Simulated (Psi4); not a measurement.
Calculation: SAPT0/jun-cc-pVDZ, frozen core (Psi4).

Psi4 input:

```
molecule {
0 1
N 0.54545353 -0.00000000 0.00000000
N -0.54545353 0.00000000 -0.00000000
--
0 1
F -2.91096564 1.34717691 -1.61727456
B -1.85678175 1.97392493 -1.14088067
F -1.89655478 2.50996044 0.06005339
F -0.76115762 2.06082029 -1.86410462
units angstrom
symmetry c1
no_reorient
no_com
}
set basis jun-cc-pvdz
set scf_type df
set freeze_core true
energy('sapt0')
```

Part of the output:

```
    SAPT Results
  --------------------------------------------------------------------------------------------------------
    Electrostatics                 -3.26609717 [mEh]      -2.04950692 [kcal/mol]      -8.57513695 [kJ/mol]
      Elst10,r                     -3.26609717 [mEh]      -2.04950692 [kcal/mol]      -8.57513695 [kJ/mol]

    Exchange                       10.29716134 [mEh]       6.46156629 [kcal/mol]      27.03519337 [kJ/mol]
      Exch10                       10.29716134 [mEh]       6.46156629 [kcal/mol]      27.03519337 [kJ/mol]
      Exch10(S^2)                  10.23853195 [mEh]       6.42477579 [kcal/mol]      26.88126192 [kJ/mol]

    Induction                      -1.93364720 [mEh]      -1.21338194 [kcal/mol]      -5.07679003 [kJ/mol]
      Ind20,r                      -5.11423572 [mEh]      -3.20923136 [kcal/mol]     -13.42742403 [kJ/mol]
      Exch-Ind20,r                  3.65982198 [mEh]       2.29657296 [kcal/mol]       9.60886128 [kJ/mol]
      delta HF,r (2)               -0.47923346 [mEh]      -0.30072354 [kcal/mol]      -1.25822727 [kJ/mol]

    Dispersion                     -3.14815313 [mEh]      -1.97549591 [kcal/mol]      -8.26547490 [kJ/mol]
      Disp20                       -3.64551525 [mEh]      -2.28759536 [kcal/mol]      -9.57129897 [kJ/mol]
      Exch-Disp20                   0.49736212 [mEh]       0.31209944 [kcal/mol]       1.30582407 [kJ/mol]
      Disp20 (SS)                  -1.82275762 [mEh]      -1.14379768 [kcal/mol]      -4.78564948 [kJ/mol]
      Disp20 (OS)                  -1.82275762 [mEh]      -1.14379768 [kcal/mol]      -4.78564948 [kJ/mol]
      Exch-Disp20 (SS)              0.28499262 [mEh]       0.17883557 [kcal/mol]       0.74824802 [kJ/mol]
      Exch-Disp20 (OS)              0.21236950 [mEh]       0.13326387 [kcal/mol]       0.55757604 [kJ/mol]

  Total HF                          5.09741696 [mEh]       3.19867744 [kcal/mol]      13.38326639 [kJ/mol]
  Total SAPT0                       1.94926383 [mEh]       1.22318152 [kcal/mol]       5.11779149 [kJ/mol]
```
